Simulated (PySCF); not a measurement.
Method: core-valence-separated Tamm–Dancoff BHandHLYP/aug-pcX-1 (pcseg-1 on H, def2-SVPD on Ge) in PySCF, non-relativistic, gas phase, PBE0-D3(BJ)/def2-SVP geometry. The energies are unshifted.

Main lines of an unknown, eV (oscillator strength): C K: 282.6 (0.055), 282.7 (0.066), 285.8 (0.013), 286.0 (0.014), 286.0 (0.013); O K: 531.6 (0.022), 533.4 (0.006), 533.7 (0.013), 534.0 (0.011), 534.1 (0.004). Listed: the first five lines at most of each edge with a tenth or more of its strongest line's intensity; roots within 0.03 eV on the same or equivalent atoms are summed. Only the lowest roots were sought, and the top ones are left out.

Question: Which candidate gives them?
A. `[GeH3][O][C@H]1[C@@H]2C[C@@H]21`
B. `[GeH3][O]C1=CCC1`
C. `CC#[C][GeH2][O]C`
D. `[GeH3][O][C@H]1C=CC1`

Answer: D. 

- `[GeH3][O][C@H]1C=CC1`: C K: 282.6 (0.055), 282.7 (0.066), 285.8 (0.013), 286.0 (0.014), 286.0 (0.013); O K: 531.6 (0.022), 533.4 (0.006), 533.7 (0.013), 534.0 (0.011), 534.1 (0.004). First C line listed at 282.6 eV, hole on the alkene CH carbon (1s→π*); first O line listed at 531.6 eV, hole on the oxygen bonded to C and Ge.
- `[GeH3][O]C1=CCC1`: C K: 283.5 (0.052), 284.6 (0.074), 285.4 (0.013), 285.8 (0.012), 285.8 (0.009); O K: 532.1 (0.023), 533.7 (0.020), 534.1 (0.004), 534.8 (0.004), 535.0 (0.002). First C line listed at 283.5 eV, hole on the alkene CH carbon (1s→π*); first O line listed at 532.1 eV, hole on the oxygen bonded to C and Ge.
- `[GeH3][O][C@H]1[C@@H]2C[C@@H]21`: C K: 286.0 (0.087), 286.1 (0.010), 286.1 (0.020), 286.5 (0.021), 286.6 (0.046); O K: 531.7 (0.023), 533.6 (0.003), 534.2 (0.013), 534.5 (0.004), 534.8 (0.003). First C line listed at 286.0 eV, hole on the sp3 carbon at a ring junction; first O line listed at 531.7 eV, hole on the oxygen bonded to C and Ge.
- `CC#[C][GeH2][O]C`: C K: 283.1 (0.051), 283.2 (0.053), 283.3 (0.053), 283.6 (0.057), 286.1 (0.015); O K: 531.6 (0.020), 533.5 (0.005), 533.7 (0.019), 533.9 (0.007), 534.0 (0.008). First C line listed at 283.1 eV, hole on the alkyne carbon (1s→π*); first O line listed at 531.6 eV, hole on the oxygen bonded to C and Ge.

One conformer each; other structures than these candidates weren't tested.

Shape of the structure used: `[GeH3:1][O:2][C@H:3]1[CH:4]=[CH:5][CH2:6]1`: Ge1–O2–C3–C4 180°.
